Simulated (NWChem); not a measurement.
Basis-set convergence for diiodomethane (CH2I2)

```xyz
5

I      1.8391     0.0000     0.0908
C      0.0000     0.0000    -1.0490
I     -1.8391     0.0000     0.0908
H      0.0000     0.9046    -1.6634
H      0.0000    -0.9046    -1.6634
```
Charge 0, spin multiplicity 1.

The numbers come from NWChem runs, not from measurements. All single points use one geometry, from B3LYP/def2-SVP with def2 effective core potentials on I, a minimum by its harmonic frequencies.

Quantity: LUMO energy at the level PBE0.

Effective core potentials replace the inner electrons of I; spin-orbit coupling is left out.

In def2-TZVPD the value is -2.15 eV. Among def2-SVP, def2-SVPD, def2-TZVP, def2-TZVPP, which is the smallest basis within 0.1 eV of it?

def2-SVPD, with 106 functions against 173 and about 30 % of the time (also within reach: def2-TZVP, def2-TZVPP). def2-TZVPD isn't the basis-set limit itself, and a small set can land close by cancellation.

```json
[
 {"basis": "def2-SVP", "functions": "76", "LUMO energy (eV)": "-1.97"},
 {"basis": "def2-SVPD", "functions": "106", "LUMO energy (eV)": "-2.14"},
 {"basis": "def2-TZVP", "functions": "143", "LUMO energy (eV)": "-2.08"},
 {"basis": "def2-TZVPP", "functions": "159", "LUMO energy (eV)": "-2.08"},
 {"basis": "def2-TZVPD", "functions": "173", "LUMO energy (eV)": "-2.15"}
]
```
